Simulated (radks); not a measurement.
Results of a calculation; reference values are marked as such.
Isoelectronic series with 20 electrons, all held in the configuration [Ar] 4s2, which need not be the ground one along the series. Level of theory: scalar-relativistic Kohn-Sham, PBE, spin-unpolarised, spherical densities, point nucleus (a radial shooting solver on a logarithmic mesh with Libxc functionals). Total energies (hartree) and mean radii <r> (bohr):

ion	E (hartree)	4s	3p
Ca	-680.32517	4.020	1.271
Ti2+	-852.35872	2.669	1.039
Cr4+	-1045.13869	2.086	0.8814
Fe6+	-1258.71521	1.735	0.7670
Ni8+	-1493.18584	1.492	0.6796
Zn10+	-1748.67442	1.313	0.6104
Ge12+	-2025.32469	1.173	0.5541
Se14+	-2323.29788	1.062	0.5075
Kr16+	-2642.77174	0.9696	0.4680
Sr18+	-2983.94027	0.8925	0.4343
Zr20+	-3347.01395	0.8267	0.4051
Mo22+	-3732.22007	0.7699	0.3795
Ru24+	-4139.80337	0.7204	0.3569
